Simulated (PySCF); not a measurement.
# Co: excitation energy

Co [Ar] 3d7 4s2 (4F) → Co [Ar] 3d9 (2D), as a difference of total energies. All numbers are calculated (PySCF 2.14, the spin-free X2C one-electron Hamiltonian (Gaussian nucleus), in aug-cc-pVDZ-DK). Correlated levels: valence: [Ar] frozen. The calculations carry no spin-orbit coupling.

| method | excitation energy (eV) |
| --- | --- |
| UHF | 7.730 |
| LDA | 2.296 |
| PBE | 2.680 |
| PBE0 | 3.760 |
| r2SCAN | 3.665 |
| B97-3 | 3.754 |
| BP86 | 2.696 |
| MN15 | 2.585 |
| B2PLYP | 3.251 |
| MP2 (valence) | 2.318 |
| SCS-MP2 (valence) | 2.891 |

**Question.** How much does correlation contribute at MP2 (valence)?

**Answer.** 2.318 − (7.730) = -5.412 eV, measured against UHF.

A first-order spin-orbit estimate (lowest level to lowest level, LS coupling) adds 0.045 eV.
